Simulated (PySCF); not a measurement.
Correlation energy of Nb (niobium, neutral)

[Kr] 4d4 5p1, one real determinant (an excited configuration). All numbers are calculated (PySCF 2.14, a scalar-relativistic core potential, in aug-cc-pwCVDZ-PP with ECP28MDF). Frozen: 4s2 4p6; 5 electrons correlated.

| level | correlation energy (mhartree) |
| --- | --- |
| CCSD | -53.84 |
| (T) | -2.40 |
| CCSD(T) | -56.24 |

Diagnostics: T1 = 0.025, D1 = 0.0742, largest double amplitude 0.128.

The real determinant used has ⟨L²⟩ near 8 against 12 for a pure F term, so it mixes terms.

Cost of the coupled-cluster step: about 7 core-seconds, for 5 correlated electrons.

Iterations:

```
CC2 = 0
CCSD nocc = (np.int64(5), np.int64(0)), nmo = (66, 66)
frozen orbitals [[0, 1, 2, 3], [0, 1, 2, 3]]
max_cycle = 100
direct = 0
conv_tol = 1e-08
conv_tol_normt = 1e-06
diis_space = 8
diis_start_cycle = 0
Init t2, MP2 energy = -0.04268203063158
Init E_corr(UCCSD) = -0.0426820306320281
cycle = 1  E_corr(UCCSD) = -0.0494252013676121  dE = -0.00674317074  norm(t1,t2) = 0.042418
cycle = 2  E_corr(UCCSD) = -0.0509283536736772  dE = -0.00150315231  norm(t1,t2) = 0.0258246
cycle = 3  E_corr(UCCSD) = -0.0523581378153432  dE = -0.00142978414  norm(t1,t2) = 0.0196061
cycle = 4  E_corr(UCCSD) = -0.0524397879715356  dE = -8.16501562e-05  norm(t1,t2) = 0.013051
cycle = 5  E_corr(UCCSD) = -0.0536823054742655  dE = -0.0012425175  norm(t1,t2) = 0.0105217
cycle = 6  E_corr(UCCSD) = -0.0536933882305782  dE = -1.10827563e-05  norm(t1,t2) = 0.00381324
cycle = 7  E_corr(UCCSD) = -0.0538376927529226  dE = -0.000144304522  norm(t1,t2) = 0.00189493
cycle = 8  E_corr(UCCSD) = -0.0538028698507757  dE = 3.48229021e-05  norm(t1,t2) = 0.00122546
cycle = 9  E_corr(UCCSD) = -0.0538308040772182  dE = -2.79342264e-05  norm(t1,t2) = 0.000848433
cycle = 10  E_corr(UCCSD) = -0.0538356478461573  dE = -4.84376894e-06  norm(t1,t2) = 0.000624849
cycle = 11  E_corr(UCCSD) = -0.0538395186767892  dE = -3.87083063e-06  norm(t1,t2) = 0.000492552
cycle = 12  E_corr(UCCSD) = -0.0538438622245168  dE = -4.34354773e-06  norm(t1,t2) = 0.000358817
cycle = 13  E_corr(UCCSD) = -0.0538437711862755  dE = 9.10382412e-08  norm(t1,t2) = 0.00022863
cycle = 14  E_corr(UCCSD) = -0.0538410108479133  dE = 2.76033836e-06  norm(t1,t2) = 0.00013156
cycle = 15  E_corr(UCCSD) = -0.0538408099716564  dE = 2.00876257e-07  norm(t1,t2) = 2.92432e-05
cycle = 16  E_corr(UCCSD) = -0.0538410126298507  dE = -2.02658194e-07  norm(t1,t2) = 1.31594e-05
cycle = 17  E_corr(UCCSD) = -0.0538410948434026  dE = -8.22135519e-08  norm(t1,t2) = 6.13256e-06
cycle = 18  E_corr(UCCSD) = -0.053841158422943  dE = -6.35795405e-08  norm(t1,t2) = 3.10837e-06
cycle = 19  E_corr(UCCSD) = -0.0538412042010033  dE = -4.57780603e-08  norm(t1,t2) = 1.82741e-06
cycle = 20  E_corr(UCCSD) = -0.0538412097149864  dE = -5.51398315e-09  norm(t1,t2) = 8.91598e-07
UCCSD converged
E(UCCSD) = -56.1040761094143  E_corr = -0.05384120971498645
UCCSD(T) correction = -0.00239787953171661
```

The reference is one real determinant that mixes LS terms of this configuration.
